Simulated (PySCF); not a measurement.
A calculated (MN15, PySCF 2.14, cc-pV(D+d)Z, the non-relativistic Hamiltonian (point nucleus)) atom or ion has these occupied shells.

| shell | electrons | orbital energy (eV) | rms radius, mean of both spins (bohr) |
| --- | --- | --- | --- |
| 1s α | 1 | -3112.0 | 0.1000 |
| 1s β | 1 | -3111.8 | 0.1000 |
| 2s α | 1 | -307.66 | 0.456 |
| 2s β | 1 | -307.45 | 0.456 |
| 2p α | 3 | -249.05 | 0.419 |
| 2p β | 3 | -248.89 | 0.419 |
| 3s α | 1 | -40.102 | 1.49 |
| 3s β | 1 | -38.553 | 1.49 |
| 3p α | 3 | -25.343 | 1.68 |
| 3p β | 2 | -24.296 | 1.68 |

Name the element and its charge.

Ar+ (argon, charge +1), in [Ne] 3s2 3p5, 2P determinant.
